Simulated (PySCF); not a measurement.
## SnF₃: umbrella curve

Computed with UPBE0 in PySCF with Sn def2-SVP with ECP28, F def2-SVP; scalar-relativistic core potentials, no spin–orbit coupling; density-fitted integrals.

Rigid scan from the doublet minimum (Sn–F 1.935 Å (×3); F–Sn–F 106.0° (×3)). Coordinate: angle between each bond and the threefold axis, bonds fixed. Energies in kJ/mol from the minimum.

```json
{"angle of the bonds to the threefold axis (°)": "55", "E (kJ/mol)": "47.8", "dipole size (D)": "5.36", "⟨S²⟩": "0.75"}
{"angle of the bonds to the threefold axis (°)": "60", "E (kJ/mol)": "15.7", "dipole size (D)": "4.51", "⟨S²⟩": "0.75"}
{"angle of the bonds to the threefold axis (°)": "65", "E (kJ/mol)": "1.4", "dipole size (D)": "3.56", "⟨S²⟩": "0.75"}
{"angle of the bonds to the threefold axis (°)": "70", "E (kJ/mol)": "2.0", "dipole size (D)": "2.56", "⟨S²⟩": "0.75"}
{"angle of the bonds to the threefold axis (°)": "75", "E (kJ/mol)": "14.8", "dipole size (D)": "1.57", "⟨S²⟩": "0.75"}
{"angle of the bonds to the threefold axis (°)": "80", "E (kJ/mol)": "35.6", "dipole size (D)": "0.70", "⟨S²⟩": "0.75"}
{"angle of the bonds to the threefold axis (°)": "85", "E (kJ/mol)": "57.2", "dipole size (D)": "0.13", "⟨S²⟩": "0.75"}
{"angle of the bonds to the threefold axis (°)": "90", "E (kJ/mol)": "67.4", "dipole size (D)": "0.00", "⟨S²⟩": "0.75"}
```

With the bonds held, the planar shape lies 67.4 kJ/mol from the minimum.

Spin–orbit coupling, left out here, can matter for elements this heavy.

Other isomers or separated fragments may lie lower.
